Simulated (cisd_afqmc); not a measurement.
Input (AFQMC/CISD/def2-TZVPP; cisd_afqmc is a phaseless AFQMC code with CISD trial states that reads the integrals written by Ansatz):

Ansatz 0.2 input:
```python
import cisd_afqmc

open("ham.yaml", "w").write("""\
crystal:
  periodic: [false, false, false]
  atoms:
    - {symbol: Al, position_ang: [0.00000000, 0.00000000, 0.00000000]}
basis:
  gaussian:
    orbitals: def2-TZVPP
magnetization: {spin_polarized: true, initial_magnetization: 1}
correlation: {method: ccsd, electrons: outside_noble_gas, hamiltonian_folder: ham}
scf: {lower_state_search: full}
""")
rep = cisd_afqmc.ansatz("ham.yaml")
e_ccsd = rep["correlation"]["coupled_cluster"]["energy"]["hartree"]
out = cisd_afqmc.run("ham", e_ccsd, trial="CISD", walkers=200, populations=8, threads=8, dt=0.005, steps=40, early=24, settle=10, least=32,
    cut=5e-5, rank_cut=2e-4, target=0.0004, seconds=1500, seed=1, memory=12960, gpu=False)
```

Output:

```
orbitals 37, occupied [2, 1], factors 171 of 256, rank of the doubles 59 of 106
E(HF) = -241.874392
E(CCSD) on the cut factors = -241.925155, shift to the whole factors -0.000003
Energy of the trial state on the determinant = -241.925037
  tau behind 7.2 of longer steps, mean of the populations' last blocks
   2.0  -241.92644
   4.0  -241.92635
   6.0  -241.92658
   8.0  -241.92671
blocks 260 (4 outliers left out), error by blocks joined: 1: 0.00003, 2: 0.00004, 4: 0.00005, 8: 0.00006, 16: 0.00007
E(AFQMC/CISD) = -241.92652 +/- 0.00007
```

The two halves of the walk average -241.92636 and -241.92668 Eh, farther apart than the printed bar allows, so the bar may be too narrow.
